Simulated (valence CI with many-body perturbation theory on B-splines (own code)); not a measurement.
# E1 line list for Mo¹¹⁺

Level of theory: configuration interaction combined with many-body perturbation theory (CI+MBPT): three valence electrons over a frozen Dirac-Fock core [Ar] 3d10, radial functions for each j: 11 s, 11 p, 10 d, 8 f, 5 g, 2 h, with the one-electron correlation potential Σ1 (screened to all orders), the two-electron term Σ2, the three-electron term Σ3, Breit, model QED; selected single and double excitations, second order for the rest, scaled by the run's own slope (own B-spline code, finite nucleus).

No measured levels were compared; by estimate levels hold to about 250 cm⁻¹ or 0.2 % of their energy and the worst to 1 %, as in measured heavy ions of charge 2 to 7; those with d or f electrons hold less well.

Lines 51 to 100 of 548 in falling wavelength, among levels below 158.20 eV, chosen from the strongest by gf and those to the six lowest levels. Wavelengths and rates use the calculated energies, so an error of 1000 cm⁻¹ moves a line at 62.58 nm by 0.63 % and its rate by three times that or more. Electric multipoles are in the length gauge, E1 and E2 with the static RPA response of the core. Weak lines are less certain than strong ones. Lines between different terms over intervals too small for the method are left out, as are lines whose strength nearly cancels. Where a level lies close to another of its J and parity, the split of strength between their lines is uncertain. The highest levels of a list are the least certain.

Names give the largest LS component (configuration and term), which can be under half, so a name can repeat, a term be missing and a line seem to break the LS rules; names also repeat where a configuration has a term twice. Letters in brackets count levels of one name in rising energy.

```tsv
λ vac (nm)	Upper	Lower	A (s⁻¹)	S (a.u.) with core polarisation	S without
62.58	4s²5f ²F°_5/2	4s4p4f ⁴D_3/2	1.11e+09	8.04e-01	8.08e-01
62.47	4p²4f ⁴G°_5/2	4s4p5p ⁴P_5/2	1.95e+09	1.41e+00	1.42e+00
62.31	4s4p5d ⁴F°_7/2	4s4p5p ⁴P_5/2	4.68e+09	4.47e+00	4.54e+00
62.23	4s4p5d ²F°_5/2 [b]	4s4p5p ²D_3/2 [a]	1.63e+09	1.16e+00	1.17e+00
62.22	4s4p5d ⁴F°_3/2 [b]	4s4p5p ²P_1/2 [a]	5.04e+09	2.40e+00	2.43e+00
62.21	4s4p5d ⁴F°_9/2	4s4p5p ⁴D_7/2	1.11e+10	1.32e+01	1.34e+01
62.00	4p²4f ⁴G°_5/2	4s4p5p ²D_3/2 [a]	1.86e+09	1.32e+00	1.33e+00
61.91	4s4p5d ²F°_5/2 [a]	4s4p5p ⁴D_5/2	1.77e+09	1.25e+00	1.26e+00
61.21	4s²5d ²D_3/2	4s²5p ²P°_1/2	7.08e+09	3.21e+00	3.23e+00
60.95	4s4p5d ⁴P°_5/2	4s4p5p ⁴P_5/2	1.58e+09	1.06e+00	1.07e+00
60.94	4s4p5d ⁴P°_3/2	4s4p5p ⁴P_5/2	2.25e+09	1.00e+00	1.02e+00
60.49	4s4p5d ⁴P°_3/2	4s4p5p ²D_3/2 [a]	1.96e+09	8.57e-01	8.67e-01
59.53	4s4p5d ²D°_5/2	4s4p5p ⁴D_3/2	7.91e+09	4.95e+00	5.02e+00
59.47	4s4p5d ⁴F°_3/2 [a]	4s4p5p ⁴D_1/2	8.98e+09	3.73e+00	3.79e+00
59.44	4s4p5d ⁴P°_1/2	4s4p5p ²D_3/2 [a]	4.17e+09	8.64e-01	8.76e-01
59.40	4s4p5d ²F°_7/2 [a]	4s4p5p ⁴P_5/2	9.42e+08	7.80e-01	7.92e-01
59.10	4s4p5d ²F°_7/2 [b]	4s4p5p ⁴P_5/2	8.59e+08	7.00e-01	7.11e-01
57.82	4s4p5d ⁴F°_3/2 [b]	4s4p5p ⁴D_3/2	2.98e+09	1.14e+00	1.15e+00
56.70	4s4p5d ⁴F°_7/2	4s4p5p ⁴D_5/2	1.48e+09	1.06e+00	1.09e+00
56.23	4p³ ²D°_5/2	4s4p² ²P_3/2	1.56e+09	8.22e-01	9.19e-01
55.37	4p²4f ²H°_11/2	4s4p4f ²G_9/2 [b]	9.25e+08	9.30e-01	1.04e+00
53.58	4p²4f ²G°_9/2	4s4p4f ²G_9/2 [b]	8.24e+08	6.25e-01	7.04e-01
53.17	4p²4d ²G_7/2	4s4p4d ²F°_5/2 [b]	1.29e+09	7.67e-01	8.58e-01
51.40	4p²5s ²D_5/2	4s4p5s ²P°_3/2 [b]	2.89e+09	1.16e+00	1.28e+00
51.13	4s4p² ⁴P_5/2	4s²4p ²P°_3/2	2.02e+08	7.98e-02	8.90e-02
50.61	4s4p² ⁴P_1/2	4s²4p ²P°_1/2	1.86e+08	2.38e-02	2.65e-02
50.01	4p²5s ²D_3/2	4s4p5s ²P°_1/2 [b]	3.53e+09	8.72e-01	9.59e-01
49.52	4s²6p ²P°_1/2	4s²5d ²D_3/2	1.19e+10	1.43e+00	1.43e+00
49.37	4p²4d ²G_9/2	4s4p4d ²F°_7/2 [b]	1.82e+09	1.08e+00	1.21e+00
49.04	4s4p5d ⁴D°_3/2	4s²5d ²D_5/2	2.82e+09	6.57e-01	6.69e-01
48.55	4s²6p ²P°_3/2	4s²5d ²D_5/2	9.12e+09	2.06e+00	2.03e+00
48.10	4p²4d ²F_7/2 [b]	4s4p4d ²D°_5/2 [b]	1.33e+09	5.85e-01	6.65e-01
47.02	4s²5d ²D_3/2	4s²4f ²F°_5/2	3.78e+09	7.76e-01	7.63e-01
46.45	4s²5d ²D_5/2	4s²4f ²F°_7/2	4.30e+09	1.28e+00	1.26e+00
45.09	4p²4d ²G_9/2	4s4p4d ²F°_7/2 [a]	1.77e+09	8.02e-01	9.06e-01
44.72	4p²4d ²F_7/2 [a]	4s4p4d ⁴D°_5/2	1.65e+09	5.82e-01	6.55e-01
44.64	4p²4f ²G°_7/2 [a]	4s4p4f ²G_7/2 [a]	1.91e+09	6.72e-01	7.52e-01
44.44	4s4p5d ²D°_5/2	4s4p4f ²G_7/2 [a]	2.18e+09	5.67e-01	5.71e-01
44.31	4p4d² ⁴G°_7/2	4s4p4f ⁴G_7/2	1.94e+09	6.68e-01	7.46e-01
44.20	4p4d² ⁴G°_5/2	4s4p4f ⁴F_3/2	2.27e+09	5.80e-01	6.48e-01
43.95	4p³ ²P°_3/2	4s4p² ²P_3/2	5.72e+09	9.60e-01	1.07e+00
43.56	4p4d² ⁴D°_5/2	4s4d² ⁴P_5/2	2.26e+09	5.53e-01	6.21e-01
43.56	4p4d² ⁴G°_9/2 [b]	4s4p4f ⁴G_9/2	1.25e+09	5.11e-01	5.72e-01
43.54	4p4d² ⁴G°_11/2	4s4p4f ⁴G_11/2	1.86e+09	9.07e-01	1.01e+00
43.25	4p³ ⁴S°_3/2 [a]	4s4p² ²D_3/2	1.48e+09	2.37e-01	2.64e-01
43.16	4p²4d ⁴F_9/2	4s4p4d ⁴D°_7/2	1.85e+09	7.33e-01	8.25e-01
43.12	4p²4d ⁴F_5/2	4s4p4d ⁴D°_3/2 [a]	2.05e+09	4.87e-01	5.47e-01
41.83	4p4d² ⁴G°_7/2	4s4p4f ⁴G_5/2 [a]	2.16e+09	6.25e-01	6.98e-01
41.73	4p²4f ²H°_11/2	4s4p4f ²G_9/2 [a]	2.04e+09	8.78e-01	9.93e-01
41.55	4s4p² ²D_5/2	4s²4p ²P°_3/2	3.12e+09	6.63e-01	7.38e-01
```
